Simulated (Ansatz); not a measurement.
One change: `C#[C][Zr]([F])([F])[C]#C` becomes `C#[C][Hf]([F])([F])[C]#C`.

Ansatz, PBE0-D4/def2-TZVP geometries, multiplicity 1. 

Elements past krypton have def2 core potentials.

```json
{"property": "HOMO energy (B3LYP/def2-TZVPP) / eV", "`C#[C][Zr]([F])([F])[C]#C`": "-8.19"}
{"property": "LUMO energy (PBE0/def2-TZVPP) / eV", "`C#[C][Zr]([F])([F])[C]#C`": "-2.57"}
{"property": "LUMO energy (ωB97M-V/def2-TZVPP) / eV", "`C#[C][Zr]([F])([F])[C]#C`": "-0.56"}
{"property": "HOMO–LUMO gap (PBE0/def2-TZVPP) / eV", "`C#[C][Zr]([F])([F])[C]#C`": "5.87"}
{"property": "size of the dipole moment (ωB97M-V/def2-TZVPP) / D", "`C#[C][Zr]([F])([F])[C]#C`": "1.60"}
{"property": "HOMO–LUMO gap (ωB97M-V/def2-TZVPP) / eV", "`C#[C][Zr]([F])([F])[C]#C`": "10.08"}
```

What does the change do to each property? (Estimate.)

The calculation gave: 
```tsv
property	`C#[C][Hf]([F])([F])[C]#C`	shift
HOMO energy (B3LYP/def2-TZVPP) / eV	-8.20	-0.01
LUMO energy (PBE0/def2-TZVPP) / eV	-2.25	0.32
LUMO energy (ωB97M-V/def2-TZVPP) / eV	-0.24	0.32
HOMO–LUMO gap (PBE0/def2-TZVPP) / eV	6.20	0.33
size of the dipole moment (ωB97M-V/def2-TZVPP) / D	1.67	0.07
HOMO–LUMO gap (ωB97M-V/def2-TZVPP) / eV	10.42	0.34
```

Dipoles are sizes alone; their direction can turn.

B3LYP here is the variant with VWN-RPA as its local correlation; programs differ in this.
